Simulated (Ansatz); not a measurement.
A structure relaxed at PBE0-D4/def2-TZVP in Ansatz, charge 0, doublet:

```xyz
3

Ga    0.219    1.117    0.970
Ga    0.992   -1.103    0.208
In   -1.212   -0.015   -1.178
```

**Question.** Give its formula and point group.

**Answer.** InGa₂. Point group C2v (tolerance 0.1 Å).

**Question.** Summarise the bond lengths by kind (pairs closer than 1.2 times the sum of covalent radii, bridged metal pairs left out).

**Answer.** 2 × Ga–In 2.82 Å; 1 × Ga–Ga 2.47 Å.

In the def2 sets In takes a core potential; there is no spin–orbit coupling. The charge 0 doublet is spin-contaminated (final ⟨S²⟩ up to 1.26, 0.75 for a pure state). At PBE0-D4/def2-TZVP a quartet of charge 0 lies 0.17 eV below the doublet, each at its own geometry. The structure comes from a short search, and lower isomers may exist.
